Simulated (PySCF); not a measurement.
CHO2, charge -1, multiplicity 1. Atoms are numbered in the order given.

```xyz
4

O      0.0000     1.1310     0.2084
C      0.0000     0.0000    -0.3136
O      0.0000    -1.1310     0.2084
H      0.0000     0.0000    -1.4521
```
Charge -1, spin multiplicity 1.

Coordinates come from a PBE0-D3(BJ)/def2-TZVPD optimisation. The spin state was assumed, not searched. The isomer is the one that the SMILES or the coordinates give; other isomers of the formula were not compared.

All values below come from B3LYP/pcSseg-2 in PySCF.

GIAO shieldings, no solvent; atoms alike by connectivity are averaged. δ = σ(ref) − σ: ¹⁷O against H2O (σ = 325.5 ppm); ¹³C against TMS (σ = 181.3 ppm); ¹H against TMS (σ = 31.68 ppm), references at their B3LYP-D3(BJ)/def2-TZVP geometries, non-relativistic.

```
atoms   nucleus  count     δ (ppm)
------  -------  -----  ----------
O1, O3      ¹⁷O      2  (withheld)
C2          ¹³C      1       171.4
H4           ¹H      1        9.84
```

What belongs in the gaps? (The exact figures need the calculation; the answer reports its results.)


- O1, O3, δ (ppm): 363.0
